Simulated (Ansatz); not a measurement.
## Cost against result

Saddle point of GaH$_{2}$Cl$_{3}$, closed shell (GaCl₃ ([Cl][Ga]([Cl])[Cl]) + H₂ → GaHCl₂ ([Cl][GaH][Cl]) + HCl (still joined by a long Ga–Cl bond); bonds formed: Ga1–H6, Cl2–H5; bonds broken: H5–H6; bonds weakened to dative contacts: Ga1–Cl2), PBE0-D4/def2-TZVP structure:

Ga1  (-0.204, 0.437, -0.226)
Cl2  (1.407, -1.354, -0.047)
Cl3  (-1.413, 0.156, -1.943)
Cl4  (0.711, 2.286, 0.256)
H5  (0.201, -1.070, 0.842)
H6  (-0.702, -0.455, 1.118)
(Å)

Barriers are electronic and count from the start structure reached by relaxing down the imaginary mode.

Program: Ansatz 0.2.0. Basis: as named in each row. Cores are frozen in the correlated methods. Filled d shells of the heavier atoms are correlated. The def2 sets are not built for correlating such inner shells, so the correlated values are less sure here. B3LYP uses VWN-RPA correlation. Extrapolation: Hartree–Fock as exp(−7.88 √X), correlation as X^−2.97.

Times are rough, for one single point on 4 threads of a shared host (Arm Neoverse V1).

The estimate by CCSD(T) at an estimated basis limit (MP2 extrapolated from triple and quadruple zeta, plus CCSD(T) − MP2 in triple zeta) is 1.482 eV.

```csv
method,basis,time (s),barrier (eV),method less estimate
HF,STO-3G,under 1,2.704,1.222
SPW92,def2-SVP,under 1,0.787,-0.694
PBE-D4,def2-SVP,under 1,1.078,-0.404
B3LYP-D4,6-31G,under 1,1.655,0.173
SPW92,def2-TZVPP,1,0.865,-0.617
PBE0-D4,def2-SVP,1,1.211,-0.271
BLYP-D4,def2-TZVPP,2,1.338,-0.144
PBE-D4,def2-TZVPP,2,1.171,-0.311
PBE-D4,STO-3G,2,1.812,0.330
CCSD(T),def2-SVP,2,1.487,0.005
B3LYP-D4,def2-TZVPP,2,1.417,-0.065
BHLYP-D4,def2-TZVPP,3,1.571,0.089
PBE0-D4,def2-TZVPP,3,1.296,-0.186
CAM-B3LYP-D4,def2-TZVPP,3,1.441,-0.041
RPA on PBE,def2-TZVPP,3,1.462,-0.020
r2SCAN-D4,def2-TZVPP,4,1.272,-0.210
B2PLYP,def2-TZVPP,4,1.475,-0.007
wB97M-V,def2-SVP,4,1.330,-0.152
PBE-QIDH,def2-TZVPP,4,1.425,-0.057
r2SCAN0-D4,def2-TZVPP,4,1.366,-0.116
wB97X-V,def2-TZVPP,6,1.486,0.004
B97M-V,def2-TZVPP,7,1.323,-0.159
wB97M-V,def2-TZVPP,7,1.469,-0.013
MP2,def2-QZVPP,13,1.498,0.016
CCSD(T),def2-TZVPP,24,1.489,0.007
```

All methods are single points on the PBE0-D4 structures.

The T1 diagnostic stays at or below 0.012.

Labels in which every atom is bracketed show which atoms are joined, not bond orders.
